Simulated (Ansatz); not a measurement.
Ansatz (a program for electronic structure) input (CCSD(T)/aug-cc-pV(D+d)Z):
A basis named .json is the Basis Set Exchange file of that set.

Ansatz 0.2 input:
```yaml
crystal:
  periodic: [false, false, false]
  atoms:
    - {symbol: B, position_ang: [-0.00000000, -0.00000000, -0.63426056]}
    - {symbol: O, position_ang: [-0.00000000, -0.00000000, -1.83903293]}
    - {symbol: Cl, position_ang: [0.00000000, 0.00000000, 1.05197449]}
basis:
  gaussian:
    orbitals: aug-cc-pV_D+d_Z.json
magnetization: {spin_polarized: false}
correlation: {method: ccsd_t, electrons: outside_noble_gas}
output: {forces: true}
```

Output:

```
Functional definition: HF
integrals: 0.06 GiB planned
749 factors; integrals over basis functions are off by at most 6.0e-4 eV
mean field: 0.18 GiB planned
mean field evaluation 1: about -15211.2475 eV, gradient 4.3e1 eV
mean field evaluation 2: about -15211.2495 eV, gradient 4.3e1 eV
mean field evaluation 4: about -15215.1557 eV, gradient 2.5e0 eV
mean field evaluation 8: about -15215.1931 eV, gradient 2.5e-4 eV
mean field evaluation 16: about -15215.1896 eV, gradient 2.1e-1 eV
mean field -15215.19308725 eV, -559.1480327283 hartree, gradient 2.7e-6 eV, S^2 0.000000; 0 other end points of the search recorded, 0 dependent functions left out
7 core orbitals not correlated
reference -15215.19308725 eV, -559.1480327283 hartree; 8, 8 occupied and 63, 63 virtual orbitals, 749 factors
densities: 0.26 GiB planned
second order -11.46157104 eV of doubles, -0.00000000 eV of singles
coupled cluster: 0.19 GiB planned
cycle   1  -11.40723162 eV  change    5.4e-2 eV  update   1.0e-1
cycle   2  -11.71223803 eV  change   -3.1e-1 eV  update   3.3e-2
cycle   3  -11.80525066 eV  change   -9.3e-2 eV  update   1.7e-2
cycle   4  -11.79936929 eV  change    5.9e-3 eV  update   3.6e-3
cycle   5  -11.79804098 eV  change    1.3e-3 eV  update   1.2e-3
cycle   6  -11.79860268 eV  change   -5.6e-4 eV  update   3.1e-4
cycle   7  -11.79853878 eV  change    6.4e-5 eV  update   9.1e-5
cycle   8  -11.79852495 eV  change    1.4e-5 eV  update   3.3e-5
cycle   9  -11.79853632 eV  change   -1.1e-5 eV  update   1.1e-5
cycle  10  -11.79853281 eV  change    3.5e-6 eV  update   3.5e-6
perturbative correction -0.43688276 eV, -0.0160551452 hartree
the calculation of the forces begins
Total energy: -15227.42850282 eV, -559.5976759571 hartree
Atom 0 at    -0.000000    -0.000000    -0.634261 Å, force    -0.000000     0.000000     1.016736 eV/Å
Atom 1 at    -0.000000    -0.000000    -1.839033 Å, force    -0.000000     0.000000    -1.610781 eV/Å
Atom 2 at     0.000000     0.000000     1.051974 Å, force    -0.000000    -0.000000     0.594045 eV/Å
Dipole moment:     0.000000    -0.000000     0.542978 e Å
```
